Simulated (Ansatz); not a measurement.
```yaml
crystal:
  periodic: [false, false, false]
  atoms:
    - {symbol: B, position_ang: [-0.316805, 0.131543, -0.121116]}
    - {symbol: I, position_ang: [1.547353, -0.158796, 0.697025]}
    - {symbol: H, position_ang: [-1.023243, -0.765003, 0.299301]}
    - {symbol: H, position_ang: [-0.053458, 0.775958, -0.824320]}
basis:
  gaussian: {orbitals: def2-TZVPD}
hamiltonian: {xc: {name: revPBE}}
scf: {lower_state_search: light}
relax: {f_tol: 0.001, max_steps: 1}
output: {forces: true}
```

```sh
$ ansatz run in.yaml --threads 4 --pin off --events-out ev --progress --plain --max-ram 10444MiB
```

It prints (some lines left out):

```
Functional definition: revPBE
681 factors; their error is unknown
mean field evaluation 1: about -8801.5504 eV, gradient 5.2e1 eV
mean field evaluation 2: about -8787.5362 eV, gradient 8.5e1 eV
mean field evaluation 4: about -8809.6808 eV, gradient 6.6e0 eV
mean field evaluation 8: about -8809.7815 eV, gradient 1.9e-1 eV
mean field evaluation 16: about -8809.7816 eV, gradient 2.8e-5 eV
mean field -8809.78155134 eV, -323.7535005274 hartree, gradient 2.8e-5 eV, S^2 0.000000; 0 other end points of the search recorded, 0 dependent functions left out
reference -8809.78160796 eV, -323.7535026080 hartree; 16, 16 occupied and 98, 98 virtual orbitals, 681 factors
relax step   1: F+E_penalty+E_count = -8809.78155134 eV  Δ(F+E_penalty+E_count) = +0.000e0 eV  max|allowed force component| = 6.358e0 eV/Å  Δτ_max = 0.0000 Å  (29 SCF iters, accepted)
Error: geometry relaxation did not converge after 1 steps: max|allowed force component| = 6.36e0 eV/Å (threshold 1.0e-3). Raise `relax.max_steps` over both its present limit and 1, loosen `relax.f_tol`, or start from a geometry closer to equilibrium. Where this run's directory can be resumed (`checkpoint.write`), a resume goes on for up to `relax.max_steps` more
```

In this input the relaxation is allowed too few steps for its threshold. The calculation stopped without meeting its thresholds.
